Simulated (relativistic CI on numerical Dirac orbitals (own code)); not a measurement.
## d2 in a ligand field

Computed with a parametric ligand-field model of a d^n configuration (Racah B and C, spin-orbit zeta, crystal field), exact diagonalisation.

Field parameters in Wybourne normalisation: Oh B⁴₀ = 21Dq, B⁴₄ = √(5/14) B⁴₀; Td as Oh with Dq negative (B⁴₀ = 21Dq, B⁴₄ = √(5/14) B⁴₀). The field is a parameter set, without covalency.

Question: Ground term and bands for B = 320, C = 1300, ζ = 0 cm⁻¹, Oh, 10Dq = 12050 cm⁻¹?

Answer: Ground term 3T1 with 0.02 electrons in the two orbitals of the cubic e set. Spin-allowed: 3T2 11333 cm⁻¹ (882 nm), 3T1 15416 cm⁻¹ (649 nm), 3A2 23383 cm⁻¹ (428 nm). Lowest spin-forbidden: 1T2 4659 cm⁻¹ (2146 nm), 1E 4711 cm⁻¹ (2123 nm), 1A1 10567 cm⁻¹ (946 nm).

Question: A d2 ion in Td symmetry has the ground term 3A2 and bands at 3T2 9200 cm⁻¹ (1087 nm), 1E 14556 cm⁻¹ (687 nm), 3T1 15216 cm⁻¹ (657 nm), 1T2 23326 cm⁻¹ (429 nm), 1A1 23891 cm⁻¹ (419 nm), 3T1 26634 cm⁻¹ (375 nm). Which parameters reproduce them?

Answer: B = 950, C = 3750, ζ = 0 cm⁻¹, Td, 10Dq = -9200 cm⁻¹.

Question: Ground term and bands for B = 550, C = 2860, ζ = 0 cm⁻¹, Oh, 10Dq = 26500 cm⁻¹?

Answer: Ground term 3T1 with 0.01 electrons in the two orbitals of the cubic e set. Spin-allowed: 3T2 25193 cm⁻¹ (397 nm), 3T1 32135 cm⁻¹ (311 nm), 3A2 51693 cm⁻¹ (193 nm). Lowest spin-forbidden: 1T2 9223 cm⁻¹ (1084 nm), 1E 9293 cm⁻¹ (1076 nm), 1A1 21044 cm⁻¹ (475 nm).

Question: Ground term and bands for B = 390, C = 1710, ζ = 0 cm⁻¹, Oh, 10Dq = 30800 cm⁻¹?

Answer: Ground term 3T1 with 0.00 electrons in the two orbitals of the cubic e set. Spin-allowed: 3T2 29789 cm⁻¹ (336 nm), 3T1 34628 cm⁻¹ (289 nm), 3A2 60589 cm⁻¹ (165 nm). Lowest spin-forbidden: 1T2 5859 cm⁻¹ (1707 nm), 1E 5889 cm⁻¹ (1698 nm), 1A1 13936 cm⁻¹ (718 nm).

Question: Ground term and bands for B = 590, C = 2340, ζ = 0 cm⁻¹, Oh, 10Dq = 4250 cm⁻¹?

Answer: Ground term 3T1 with 0.10 electrons in the two orbitals of the cubic e set. Spin-allowed: 3T2 3648 cm⁻¹ (2741 nm), 3A2 7898 cm⁻¹ (1266 nm), 3T1 11896 cm⁻¹ (841 nm). Lowest spin-forbidden: 1T2 8475 cm⁻¹ (1180 nm), 1E 8891 cm⁻¹ (1125 nm), 1T2 13961 cm⁻¹ (716 nm).
